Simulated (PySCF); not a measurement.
The numbers are results of PBE-D3(BJ)/def2-TZVP // CAM-B3LYP-D3(BJ)/def2-TZVP (PySCF), not measurements. Gas-phase values, no solvent. One relaxed conformer stands for a flexible species; it need not be the lowest. Excitations are Tamm–Dancoff values on a coarser integration grid. The basis has no diffuse functions, so Rydberg states are missing or too high.

Reference species (SMILES): `FC(F)(S)S` (S–C–S–H torsion -65°, S–C–S–H torsion 65°) (neutral, multiplicity 1).

* **T1 excitation (TDA)**: 3.96 eV
* **HOMO–LUMO gap**: 4.22 eV
* **S1–T1 gap (TDA)**: 0.43 eV

Changed species: `FC(S)(S)S` (3 of 4 F replaced by SH; the reference has 2 of 4 F replaced by SH).

Question: What does the change do to the T1 excitation (TDA), HOMO–LUMO gap and S1–T1 gap (TDA)?

Answer: the T1 excitation (TDA) decreases by 0.06 eV, to 3.90 eV; the HOMO–LUMO gap drops by 0.09 eV, to 4.13 eV; the S1–T1 gap (TDA) decreases by 0.05 eV, to 0.38 eV.
